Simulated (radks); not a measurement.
The numbers below are computed, except where a source is named.
Fractional charge and spin in the 3s shell of chlorine: the spin-up occupation runs from 0 to 1 and the spin-down occupation from 0 to 1; the fullest corner is Cl, [Ne] 3p(up 2.5, down 2.5) 3s(up 1, down 1). Level of theory: scalar-relativistic Kohn-Sham, LDA (Slater exchange, Perdew-Wang correlation), spin-polarised, spherical densities, finite nucleus; Fermi nuclear charge, rms radius of each element as measured or else 0.836 A^(1/3) + 0.57 fm (a radial shooting solver on a logarithmic mesh with Libxc functionals). Energy (eV) above the fullest corner. The planes named below are the two flat planes that join the four corners, with an edge along up + down = one added electron.

\begin{tabular}{lrrr}
down \ up & 0 & 0.5 & 1 \\ \hline
0 & 65.833 & 44.452 & 26.266 \\
0.5 & 44.452 & 26.565 & 11.709 \\
1 & 26.266 & 11.709 & 0.000 \\
\end{tabular}

Corners above the fullest one (they belong to Cl+ and the next ion): (up 1, down 0) 26.266 eV, (up 0, down 1) 26.266 eV, (up 0, down 0) 65.833 eV. With half an added electron in each spin the energy lies 0.299 eV from the planes, and with half an added electron in spin up alone -1.597 eV. The planes are only a guide here: the flat-plane condition holds for ground states with one frontier orbital, while this shell lies below other occupied shells, so the corners above the fullest one are inner-hole states and not the ground states of those ions.
